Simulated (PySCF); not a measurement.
Structure with atom numbers: `[OH:1][B:2]([F:3])[F:4]` (H(Xn): hydrogen on atom n).

PySCF 2.14 calculation with PBE0-D3(BJ)/def2-TZVP structure and NMR shieldings at B97-2/pcSseg-2/GIAO; fast rotation and ring inversion assumed for equivalent nuclei, relativity neglected, a single conformation, no solvent.

Referencing at the same level of theory: ¹H vs TMS; ¹⁷O against H2O; ¹¹B vs BF3·OEt2; ¹⁹F against CFCl3.

```json
{"atoms": "H(O1)", "nucleus": "¹H", "count": "1", "δ (ppm)": "3.53"}
{"atoms": "F3/F4", "nucleus": "¹⁹F", "count": "2", "δ (ppm)": "?"}
{"atoms": "B2", "nucleus": "¹¹B", "count": "1", "δ (ppm)": "?"}
{"atoms": "O1", "nucleus": "¹⁷O", "count": "1", "δ (ppm)": "78.7"}
```

**Question.** Estimate the values marked ?.

**Answer.** 
- B2: 12.7 ppm, boron bonded to 2 F, O
- F3/F4: -138.9 ppm, fluorine bonded to B

OH/NH shifts are gas-phase values; hydrogen bonding in solution moves them, usually downfield. Unscaled 19F shifts against computed CFCl3 carry errors that often reach 10 to 50 ppm. Experimental scales use liquid or dissolved standards, which lie at an offset from isolated H2O (liquid H2O: subtract about 36 ppm).
